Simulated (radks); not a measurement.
Results of a calculation; reference values are marked as such.
Initial-state core-level shifts of the palladium ion Pd+ when its valence configuration changes from [Kr] 4d9. Level of theory: Dirac Kohn-Sham, LDA (Slater exchange, Perdew-Wang correlation), spin-unpolarised, spherical densities, finite nucleus; open shells fill j = l - 1/2 first; Fermi nuclear charge, rms radius 4.5318 fm (a radial shooting solver on a logarithmic mesh with Libxc functionals). Shifts are changes of the shell-averaged eigenvalues in eV (positive: less bound); the change of the density at the nucleus, which sets a Mossbauer isomer shift, is in e/bohr^3, on a base of 1.322e+05.

valence	1s	3p	3d	4s	density at nucleus
4d8 5p1	-5.687	-5.857	-5.877	-5.524	+2.87
4d7 5p2	-11.683	-12.039	-12.091	-11.181	+6.88
4d8 5s1	-4.345	-4.527	-4.551	-4.177	+25.67
4d6 5s1 5p2	-16.835	-17.377	-17.474	-15.807	+41.69
4d8.5 5s0.5	-2.115	-2.206	-2.217	-2.049	+12.14
4d7 5s2	-9.143	-9.507	-9.565	-8.650	+57.49
4d6 5s2 5p1	-15.630	-16.168	-16.268	-14.614	+69.73
4d7.5 5s0.5 5p1	-8.010	-8.275	-8.312	-7.701	+17.13
4d7.5 5s1.5	-6.688	-6.962	-7.002	-6.379	+40.76
